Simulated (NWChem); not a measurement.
Molecule: Si$_{2}$H$_{3}$Br, singlet; SMILES [SiH3][Si]Br

All runs: NWChem. Low-valent species are run as closed-shell singlets; no triplet was tried in these runs. This build's default masses of Se (78.918 u) and Br (79.917 u) are each other's, which moves their modes by up to 0.6 %. Each level has its own optimisation; frequencies are unscaled.

| level | r Br–Si (Å) | r Si–Si (Å) | r H–Si (Å) | highest harmonic frequency (cm⁻¹) | lowest (cm⁻¹) | zero-point energy (kcal/mol) | dipole (D) |
|---|---|---|---|---|---|---|---|
| Hartree-Fock/3-21G | 2.420 | 2.493 | 1.487 | 2288 | 107 | 16.6 | 2.68 |
| Hartree-Fock/STO-3G | 2.238 | 2.307 | 1.425 | 2897 | 76 | 21.2 | 2.28 |
| PBE0/def2-SVP | 2.264 | 2.422 | 1.498 | 2217 | 74 | 16.0 | 0.77 |
